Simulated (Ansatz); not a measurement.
Reaction (hydrogenolysis of a C–Si bond): `C=C([SiH3])C[SiH3]` + H₂ → `C=C(C)[SiH3]` + SiH₄

Calculated with Ansatz (gas phase, PBE0-D4/def2-TZVP geometries, no zero-point term in ΔE). CBS: MP2 limit from def2 TZ/QZ plus the TZ coupled-cluster correction, frozen cores. This one scheme is used for every species. DFT in def2-TZVPP. Each species was taken in one conformer, which may not be the lowest.

CCSD(T)/CBS gives -25.6 kJ/mol.

Task: Another level gave -30.8 kJ/mol. Which?
A. BLYP/def2-TZVPP
B. PBE0/def2-TZVPP
C. PBE0-D4/def2-TZVPP
D. RPA@PBE/def2-TZVPP

Result: D. RPA@PBE/def2-TZVPP -30.8, PBE0-D4 -26.2, BLYP -42.9, PBE0 -34.8 kJ/mol.

Largest T1 diagnostic among the species: 0.011.

From r2SCAN to r2SCAN0 (25 % exact exchange), in def2-TZVPP and without D4, ΔE moves by −3.0 kJ/mol. In def2-TZVPP, CCSD(T) changes the Hartree–Fock value by +28.6 kJ/mol (the triples alone add +5.6 kJ/mol) and MP2 by +36.3 kJ/mol. The D4 term adds +15.3 kJ/mol with B3LYP and +8.6 kJ/mol with PBE0; it sums over pairs of atoms, weighted by their polarisabilities, and B3LYP, whose exchange is more repulsive, gets the larger term.

B3LYP here is the variant with VWN-RPA as its local correlation; programs differ in this.
